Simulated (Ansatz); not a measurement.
Input for Ansatz (an electronic-structure program): R-B3LYP-D3(BJ)/def2-TZVP on MoO2 (SMILES [O]=[Mo]=[O]), 2S+1 = 1, a spin state set in the input, which need not be the lowest. Elements past Kr take the def2 small-core potentials; no spin–orbit coupling.

Ansatz 0.2 input:
```yaml
crystal:
  periodic: [false, false, false]
  atoms:
    - {symbol: Mo, position_ang: [0.21824921, -0.17895018, 0.21593449]}
    - {symbol: O, position_ang: [1.04507633, 0.29741317, -1.11296586]}
    - {symbol: O, position_ang: [-1.29649426, -0.07099139, 0.82661174]}
basis:
  gaussian:
    orbitals: def2-TZVP
hamiltonian:
  xc: b3lyp
  dispersion: d3bj
relax: {f_tol: 0.005, max_steps: 120}
```

Program output:

```
WARN ansatz: RAYON_NUM_THREADS=1 ignored (pool sized by the plan → 1); use --threads N
Functional definition: B3LYP
integrals: 0.03 GiB planned
673 factors; their error is unknown
mean field: 0.27 GiB planned
mean field evaluation 1: about -5936.4441 eV, gradient 9.4e1 eV
mean field evaluation 2: about -5701.6156 eV, gradient 3.1e2 eV
mean field evaluation 4: about -5950.0474 eV, gradient 2.0e1 eV
mean field evaluation 8: about -5950.8895 eV, gradient 4.8e-1 eV
mean field evaluation 16: about -5950.9559 eV, gradient 2.3e-4 eV
mean field evaluation 32: about -5950.9711 eV, gradient 5.4e-2 eV
mean field -5950.95755919 eV, -218.6936565964 hartree, gradient 3.6e-9 eV, S^2 0.000000; 2 other end points of the search recorded, 0 dependent functions left out
the calculation of the forces begins
reference -5950.95779362 eV, -218.6936652113 hartree; 15, 15 occupied and 87, 87 virtual orbitals, 673 factors
relax step   1: F+E_penalty+E_count = -5951.04676241 eV  Δ(F+E_penalty+E_count) = +0.000e0 eV  max|allowed force component| = 5.482e0 eV/Å  Δτ_max = 0.0000 Å  (273 SCF iters, accepted)
these checks for a lower state are left out or cut short: starts, cluster_reference, orbital_swaps, neighbouring_geometries, increment
integrals: 0.03 GiB planned
673 factors; their error is unknown
mean field: 0.27 GiB planned
mean field evaluation 64: about -5951.4403 eV, gradient 8.1e-1 eV
mean field -5951.56749508 eV, -218.7160713267 hartree, gradient 2.2e-6 eV, S^2 0.000000; 2 other end points of the search recorded, 0 dependent functions left out
the calculation of the forces begins
reference -5951.56773992 eV, -218.7160803247 hartree; 15, 15 occupied and 87, 87 virtual orbitals, 673 factors
relax step   2: F+E_penalty+E_count = -5951.65624090 eV  Δ(F+E_penalty+E_count) = -6.095e-1 eV  max|allowed force component| = 6.966e-1 eV/Å  Δτ_max = 0.0892 Å  (134 SCF iters, accepted)
these checks for a lower state are left out or cut short: starts, cluster_reference, orbital_swaps, neighbouring_geometries, increment
integrals: 0.03 GiB planned
673 factors; their error is unknown
mean field: 0.27 GiB planned
mean field evaluation 96: about -5951.6794 eV, gradient 2.8e-1 eV
mean field -5951.67960043 eV, -218.7201911225 hartree, gradient 1.9e-5 eV, S^2 0.000000; 0 other end points of the search recorded, 0 dependent functions left out
the calculation of the forces begins
reference -5951.67983748 eV, -218.7201998340 hartree; 15, 15 occupied and 87, 87 virtual orbitals, 673 factors
relax step   3: F+E_penalty+E_count = -5951.76892327 eV  Δ(F+E_penalty+E_count) = -1.127e-1 eV  max|allowed force component| = 7.678e-1 eV/Å  Δτ_max = 0.0668 Å  (69 SCF iters, accepted)
these checks for a lower state are left out or cut short: starts, cluster_reference, orbital_swaps, neighbouring_geometries, increment
integrals: 0.03 GiB planned
673 factors; their error is unknown
mean field: 0.27 GiB planned
mean field -5951.83929634 eV, -218.7260598389 hartree, gradient 1.3e-5 eV, S^2 0.000000; 0 other end points of the search recorded, 0 dependent functions left out
the calculation of the forces begins
reference -5951.83951485 eV, -218.7260678690 hartree; 15, 15 occupied and 87, 87 virtual orbitals, 673 factors
relax step   4: F+E_penalty+E_count = -5951.93004739 eV  Δ(F+E_penalty+E_count) = -1.611e-1 eV  max|allowed force component| = 2.782e0 eV/Å  Δτ_max = 0.1464 Å  (54 SCF iters, accepted)
these checks for a lower state are left out or cut short: starts, cluster_reference, orbital_swaps, neighbouring_geometries, increment
integrals: 0.03 GiB planned
673 factors; their error is unknown
mean field: 0.27 GiB planned
mean field -5951.93540707 eV, -218.7295918431 hartree, gradient 7.3e-6 eV, S^2 0.000000; 0 other end points of the search recorded, 0 dependent functions left out
the calculation of the forces begins
reference -5951.93562447 eV, -218.7295998322 hartree; 15, 15 occupied and 87, 87 virtual orbitals, 673 factors
relax step   5: F+E_penalty+E_count = -5952.02635279 eV  Δ(F+E_penalty+E_count) = -9.631e-2 eV  max|allowed force component| = 1.969e0 eV/Å  Δτ_max = 0.0158 Å  (47 SCF iters, accepted)
these checks for a lower state are left out or cut short: starts, cluster_reference, orbital_swaps, neighbouring_geometries, increment
integrals: 0.03 GiB planned
673 factors; their error is unknown
mean field: 0.28 GiB planned
mean field evaluation 128: about -5952.0263 eV, gradient 3.0e-1 eV
mean field -5952.02769550 eV, -218.7329833802 hartree, gradient 5.5e-5 eV, S^2 0.000000; 0 other end points of the search recorded, 0 dependent functions left out
the calculation of the forces begins
reference -5952.02790967 eV, -218.7329912510 hartree; 15, 15 occupied and 87, 87 virtual orbitals, 673 factors
relax step   6: F+E_penalty+E_count = -5952.11917147 eV  Δ(F+E_penalty+E_count) = -9.282e-2 eV  max|allowed force component| = 1.894e-1 eV/Å  Δτ_max = 0.0469 Å  (42 SCF iters, accepted)
these checks for a lower state are left out or cut short: starts, cluster_reference, orbital_swaps, neighbouring_geometries, increment
integrals: 0.03 GiB planned
673 factors; their error is unknown
mean field: 0.27 GiB planned
mean field -5952.02915180 eV, -218.7330368984 hartree, gradient 1.1e-5 eV, S^2 0.000000; 0 other end points of the search recorded, 0 dependent functions left out
the calculation of the forces begins
reference -5952.02936552 eV, -218.7330447526 hartree; 15, 15 occupied and 87, 87 virtual orbitals, 673 factors
relax step   7: F+E_penalty+E_count = -5952.12071285 eV  Δ(F+E_penalty+E_count) = -1.541e-3 eV  max|allowed force component| = 5.056e-2 eV/Å  Δτ_max = 0.0087 Å  (43 SCF iters, accepted)
these checks for a lower state are left out or cut short: starts, cluster_reference, orbital_swaps, neighbouring_geometries, increment
integrals: 0.03 GiB planned
673 factors; their error is unknown
mean field: 0.27 GiB planned
mean field -5952.02920348 eV, -218.7330387977 hartree, gradient 6.8e-6 eV, S^2 0.000000; 0 other end points of the search recorded, 0 dependent functions left out
the calculation of the forces begins
reference -5952.02941710 eV, -218.7330466479 hartree; 15, 15 occupied and 87, 87 virtual orbitals, 673 factors
relax step   8: F+E_penalty+E_count = -5952.12078370 eV  Δ(F+E_penalty+E_count) = -7.085e-5 eV  max|allowed force component| = 4.987e-4 eV/Å  Δτ_max = 0.0019 Å  (45 SCF iters, accepted)
integrals: 0.03 GiB planned
673 factors; their error is unknown
mean field: 0.27 GiB planned
mean field evaluation 160: about -5951.1334 eV, gradient 2.0e1 eV
mean field -5952.02920348 eV, -218.7330387977 hartree, gradient 8.0e-6 eV, S^2 0.000000; 1 other end points of the search recorded, 0 dependent functions left out
the calculation of the forces begins
reference -5952.02941710 eV, -218.7330466479 hartree; 15, 15 occupied and 87, 87 virtual orbitals, 673 factors
Total energy: -5952.12099731 eV, -218.7364121588 hartree
Atom 0 at     0.395976    -0.330247     0.402113 Å, force    -0.000276     0.000252    -0.000322 eV/Å
Atom 1 at     0.799077     0.348394    -1.075998 Å, force    -0.000223    -0.000188     0.000470 eV/Å
Atom 2 at    -1.228222     0.029324     0.603466 Å, force     0.000499    -0.000064    -0.000148 eV/Å
Dipole moment:     0.511175    -0.434617     0.534476 e Å
```

Self-consistency was reached.

Cost: about 25 core-seconds (a rough figure).
